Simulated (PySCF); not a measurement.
C2H7B3O4.
Bonds: C1–O2, O2–C3, C3–B4, B4–O5, O5–B6, B6–O7, O7–B8, B8–O9, B4–O9. Hydrogens: H10, H11, H12 on C1; H13, H14 on C3; H15 on B6; H16 on B8.

Definitions: NICS(0) = −σiso at the ring centroid; NICS(1) = −σiso and NICS(1)zz = −σzz at ±1 Å along the ring normal z. Level: GIAO PBE0/pcSseg-1 (PySCF, non-relativistic, gas phase) on the PBE0-D3(BJ)/def2-SVP geometry, one conformer.

Ring bond lengths (Å), with Mayer bond orders in brackets: B4–O5 1.375 (1.08), O5–B6 1.369 (1.09), B6–O7 1.371 (1.09), O7–B8 1.371 (1.09), B8–O9 1.368 (1.10), O9–B4 1.379 (1.08).

Task: Give the NICS values of each ring in ppm.

Result: 
| ring | type | NICS(0) | NICS(1), two faces | NICS(1)zz, two faces | rms pucker (Å) | centre to ring atoms, mean (Å) |
| --- | --- | --- | --- | --- | --- | --- |
| B4–O5–B6–O7–B8–O9 | 6-membered ring with 3 B and 3 O; formal bonds all single | -1.4 | -2.4 / -2.5 | -1.9 / -2.3 | 0.00 | 1.37 |

Task: What do they say, and how far can they be read as aromaticity?

Result: 
- B4–O5–B6–O7–B8–O9: mean NICS(1)zz -2.1 ppm, near zero.

Task: How shielded are the nuclei of the rings and their hydrogens (means over atoms taken as equivalent)?

Result: 
```csv
atoms,environment,σ isotropic (ppm),"principal values of the symmetric part, first atom (ppm)"
B4,three-coordinate boron,68.2,"33.7, 77.0, 94.1"
O5 (×2),boron-bound oxygen,117.8,"-69.8, 84.5, 334.2"
B6 (×2),three-coordinate boron,74.1,"58.8, 68.4, 95.0"
O7,boron-bound oxygen,111.8,"-80.8, 86.4, 329.7"
H15 (×2),B–H hydrogen,26.65,"23.2, 26.2, 30.4"
```

Task: How do the values depend on the level or the medium?

Result: 
```json
{"level": "PBE0/pcSseg-1, gas", "NICS(0), B4–O5–B6–O7–B8–O9": "-1.4", "mean NICS(1)zz, B4–O5–B6–O7–B8–O9": "-2.1"}
{"level": "wB97X-D/pcSseg-1, gas", "NICS(0), B4–O5–B6–O7–B8–O9": "-1.4", "mean NICS(1)zz, B4–O5–B6–O7–B8–O9": "-1.8"}
{"level": "PBE0/pcSseg-1, IEF-PCM acetone", "NICS(0), B4–O5–B6–O7–B8–O9": "-1.4", "mean NICS(1)zz, B4–O5–B6–O7–B8–O9": "-1.9"}
{"level": "PBE0/pcSseg-1, IEF-PCM chloroform", "NICS(0), B4–O5–B6–O7–B8–O9": "-1.4", "mean NICS(1)zz, B4–O5–B6–O7–B8–O9": "-1.9"}
```

The geometry is the same throughout; the continuum's cavity takes Bondi-type radii × 1.2.

Time: 32 s of wall time (with the writing of density and orbital grids); peak memory 1.0 GiB. Hardware: an Arm Neoverse V1 with one thread, shared host with 32 logical CPUs at a one-minute load of 12. This is the whole shielding run at PBE0/pcSseg-1, SCF included.

Conformer computed: `[CH3:1][O:2][CH2:3][B:4]1[O:5][BH:6][O:7][BH:8][O:9]1`: C1–O2–C3–B4 76°, O2–C3–B4–O5 -2°.
